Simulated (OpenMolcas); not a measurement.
An OpenMolcas run meant for Sr II (ANO-RCC-VDZP, DKH3; inactive shells 1s 2s 2p 3s 3p 3d 4s 4p; intended active space 1 electron in 4 orbitals (5s 5p)). One step of its input:

```
&CASPT2
Multistate=1 1
Frozen=8 6
IPEA=2.0
Imaginary=0.1
MaxIter=60
WThr=0.0 0.3 0.05
PrWF=0.5
NoMix
```

The run finished. Its levels beside those of a sound run (SS-CASPT2, IPEA 0.25 Eh, imaginary shift 0.1 Eh (closed shells correlated: 4s 4p)), in cm⁻¹ above each run's lowest level:

```
     Level  This run  Usual run
 5s ²S_1/2       0.0        0.0
5p ²P°_1/2     23612      24257
5p ²P°_3/2     24149      24793
```

Problem. Which setting is unsound, and how much does it matter here?

Solution. The IPEA shift is far above its usual 0.25 hartree. Against the sound run the excited levels shown move by 640 cm-1 on average and by 640 cm-1 at most.

ANO sets are built for ground and valence states and can reach diffuse excited orbitals poorly. With one active electron, CASPT2 adds the correlation within the correlated inactive shells and between them and that electron, and leaves the splitting within a term as the reference gives it. Levels of configurations outside the active space are missing.

° marks odd parity.
